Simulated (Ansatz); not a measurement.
`[GaH2][AsH2]` + H₂ → `[AsH3]` + `[GaH3]` at 400 K and 1 bar (hydrogenolysis of the As–Ga bond).

Computed with Ansatz on PBE0-D4/def2-TZVP structures; ΔE is electronic, products minus reactants. CCSD(T)/CBS is the MP2 limit (def2-TZVPP, def2-QZVPP) plus CCSD(T) − MP2 in def2-TZVPP, frozen cores. This one scheme is used for every species. For As, Ga outer-core shells are correlated without core-valence functions, which leaves a few kJ/mol of doubt a bond. Scalar relativity is left out up to krypton.

```
       species  CCSD(T)/CBS energy (Eh)  H − E (kJ/mol)  S (J/(mol·K))
`[GaH2][AsH2]`              -4161.33979            98.7          326.6
            H₂                 -1.17544            38.0          139.0
      `[AsH3]`              -2236.79077            72.0          234.9
      `[GaH3]`              -1925.70545            64.2          231.8
```

H − E and S are ideal-gas, rigid-rotor, harmonic terms from PBE0-D4/def2-TZVP. The MP2-based limit puts H₂ 0.8 mEh under its directly extrapolated value; such offsets cancel only in part. 1 Eh = 2625.50 kJ/mol, R = 8.31446 J/(mol·K).

Problem. By hand: ΔE, ΔH, ΔS and ΔG.

Solution. ΔE = (-2236.79077) + (-1925.70545) − (-4161.33979) − (-1.17544) = 0.01901 Eh = 49.9 kJ/mol. Δ(H − E) = 72.0 + 64.2 − 98.7 − 38.0 = -0.5, so ΔH = 49.4 kJ/mol. ΔS = 234.9 + 231.8 − 326.6 − 139.0 = 1.1 J/(mol·K). ΔG = 49.4 − 400 × (1.1)/1000 = 49.0 kJ/mol.

Problem. By hand: the equilibrium constant, and the temperature at which ΔG would vanish if ΔH and ΔS stayed fixed.

Solution. log₁₀ K = −ΔG/(RT ln 10) = -6.4. ΔG = 0 at ΔH/ΔS = 44909 K, far beyond where these terms or the molecules hold.

The number of gas molecules stays the same, so ΔS is small and ΔH decides. A doubt of 5 kJ/mol in ΔE shifts log₁₀ K by 0.7 here. These are equilibria of isolated gas molecules and say nothing of rates. Largest T1 diagnostic: 0.013 (customary marks: 0.02 for closed shells, 0.045 for open ones).
